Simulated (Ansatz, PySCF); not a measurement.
C₃H₁₀FNSi, SMILES CN(C[SiH2]F)C. Atoms are numbered in the order given.

```xyz
16

C     -1.9610     1.5232    -0.1342
N     -1.0869     0.3675    -0.0882
C     -1.7825    -0.8162     0.3743
C      0.1461     0.6195     0.6470
Si     1.5776    -0.4909     0.1327
F      2.0639    -0.0575    -1.3636
H     -2.3301     1.8319     0.8720
H     -1.4338     2.3809    -0.5796
H     -2.8398     1.3046    -0.7611
H     -2.6502    -1.0217    -0.2714
H     -2.1527    -0.7183     1.4226
H     -1.1216    -1.6945     0.3355
H      0.0075     0.6003     1.7566
H      0.4968     1.6411     0.4160
H      2.7240    -0.2740     1.0595
H      1.2254    -1.9343     0.0822
```

Geometry optimised at B3LYP-D3(BJ)/def2-SVP. The structure was generated by enumeration, and PubChem lists no compound with its InChIKey, so it may never have been made. One conformer was computed; it need not be the lowest.

Two levels are set side by side: PBE-D3(BJ)/def2-SVP (Ansatz, a quantum-chemistry and plane-wave program) and B3LYP-D3(BJ)/def2-SVP (Ansatz). Each level has its own optimised geometry; the coordinates shown are those of the second. Frequencies come from the Hessian of PySCF at each geometry. Differences are taken from unrounded values.

| quantity | B3LYP-D3(BJ) | PBE-D3(BJ) | PBE-D3(BJ) minus B3LYP-D3(BJ) |
|---|---|---|---|
| mean bond length (Å) | 1.314 | 1.322 | 0.008 |
| bond C1–N2 (Å) | 1.450 | 1.452 | 0.002 |
| bond N2–C3 (Å) | 1.449 | 1.451 | 0.002 |
| bond N2–C4 (Å) | 1.457 | 1.457 | 0.000 |
| bond C4–Si5 (Å) | 1.883 | 1.891 | 0.008 |
| bond Si5–F6 (Å) | 1.632 | 1.643 | 0.011 |
| bond C1–H7 (Å) | 1.115 | 1.125 | 0.009 |
| bond C1–H8 (Å) | 1.101 | 1.109 | 0.008 |
| bond C1–H9 (Å) | 1.101 | 1.109 | 0.008 |
| bond C3–H10 (Å) | 1.101 | 1.109 | 0.008 |
| bond C3–H11 (Å) | 1.116 | 1.125 | 0.009 |
| bond C3–H12 (Å) | 1.100 | 1.108 | 0.008 |
| bond C4–H13 (Å) | 1.118 | 1.129 | 0.011 |
| bond C4–H14 (Å) | 1.105 | 1.113 | 0.009 |
| bond Si5–H15 (Å) | 1.490 | 1.504 | 0.014 |
| bond Si5–H16 (Å) | 1.487 | 1.501 | 0.015 |
| highest harmonic wavenumber (cm⁻¹) | 3124 | 3063 | -60 |
| mean harmonic wavenumber (cm⁻¹) | 1358 | 1319 | -39 |
| zero-point energy (kcal/mol) | 81.53 | 79.17 | -2.36 |

GGA bonds tend to be longer and softer than those of functionals with exact exchange. Differences between two approximate levels are no errors against the true value.
